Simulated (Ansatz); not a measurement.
CH7AlOSi can be A, `O[CH]([AlH2])[SiH3]`, or B, `[CH3][AlH][O][SiH3]`.

Isolated molecules relaxed with PBE0-D4/def2-TZVP in Ansatz; ΔE leaves out vibrations. CBS: MP2 limit from def2 TZ/QZ plus the TZ coupled-cluster correction, frozen cores. Functionals use def2-TZVPP. B3LYP here is the variant with VWN-RPA as its local correlation; programs differ in this. Each species was taken in one conformer, which may not be the lowest.

Question: Which isomer does CCSD(T)/CBS put lower? Give the gap. (Estimate.)

Answer: Computed: B, by 91.6 kcal/mol.

Question: Give E(B) − E(A) in kcal/mol with B2PLYP, HF/def2-TZVPP, CCSD/def2-TZVPP, BLYP-D4, B3LYP-D4, LDA (SPW92), ωB97M-V. (Estimate.)

Answer: Ansatz gave: B2PLYP -93.3, HF/def2-TZVPP -98.0, CCSD/def2-TZVPP -92.7, BLYP-D4 -88.0, B3LYP-D4 -90.6, LDA (SPW92) -83.3, ωB97M-V -90.0. None reverses the order clearly.

Question: Does the order hold for the free energy at 298.15 K (harmonic terms from PBE0-D4)? (Best estimate.)

Answer: Computed: Yes: G(B) − G(A) = -92.2 kcal/mol, for one conformer each. Modes under 60 cm⁻¹, often nearly free rotors, make the harmonic entropy too high.

Largest T1 diagnostic: 0.012.

From r2SCAN to r2SCAN0 (25 % exact exchange), in def2-TZVPP and without D4, E(B) − E(A) moves by −1.3 kcal/mol. In def2-TZVPP, CCSD(T) changes the Hartree–Fock value by +6.6 kcal/mol (the triples alone add +1.3 kcal/mol) and MP2 by +3.6 kcal/mol.
